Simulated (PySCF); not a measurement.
These are TPSSh-D3(BJ)/def2-TZVP // BP86-D3(BJ)/def2-SVP in PySCF values and carry that method's errors. Isolated molecules, 0 K electronic values unless said otherwise. One relaxed conformer stands for a flexible species; it need not be the lowest. 

Reference species: [Zr(F)3(NH2)] (neutral, multiplicity 1).

```yaml
HOMO: -7.36 eV
charge on the central atom (Mulliken): 1.78 e
HOMO–LUMO gap: 5.73 eV
LUMO: -1.63 eV
```

Changed species: [Zr(F)2(NH2)2] (2 of 4 F replaced by NH2; the reference has 1 of 4 F replaced by NH2).

**Question.** What does the change do to the HOMO, charge on the central atom (Mulliken), HOMO–LUMO gap and LUMO?

**Answer.** the HOMO goes up by 0.95 eV, to -6.41 eV; the charge on the central atom (Mulliken) drops by 0.03 e, to 1.75 e; the HOMO–LUMO gap falls by 0.60 eV, to 5.13 eV; the LUMO rises by 0.36 eV, to -1.27 eV.
